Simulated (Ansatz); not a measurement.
Computed with Ansatz on PBE0-D4/def2-TZVP structures; ΔE is electronic, products minus reactants. CCSD(T)/CBS is the MP2 limit (def2-TZVPP, def2-QZVPP) plus CCSD(T) − MP2 in def2-TZVPP, frozen cores. Functionals use def2-TZVPP. Each species was taken in one conformer, which may not be the lowest.

Consider the silylene formation by 1,1-elimination: `C[SiH](N)O[SiH3]` → `C[Si]N` + `O[SiH3]`.

(1) Is it downhill or uphill in electronic energy at CCSD(T)/CBS, and by how much? (Best estimate.)

(2) What do these levels give: PBE-D4, PBE, PBE0, HF/def2-TZVPP, CCSD/def2-TZVPP, HF/CBS(def2)? (Estimate.)

Largest T1 diagnostic among the species: 0.013.

## Answers

(1) Ansatz gave: Uphill: ΔE = +3.02 eV.

(2) The calculation gave: PBE-D4 2.81, PBE 2.70, PBE0 2.92, HF/def2-TZVPP 3.11, CCSD/def2-TZVPP 3.00, HF/CBS(def2) 3.13 eV.

From PBE to PBE0 (25 % exact exchange), in def2-TZVPP and without D4, ΔE moves by +0.22 eV. The D4 term adds +0.18 eV with B3LYP and +0.10 eV with PBE0; it sums over pairs of atoms, weighted by their polarisabilities, and B3LYP, whose exchange is more repulsive, gets the larger term.

B3LYP here is the variant with VWN-RPA as its local correlation; programs differ in this.
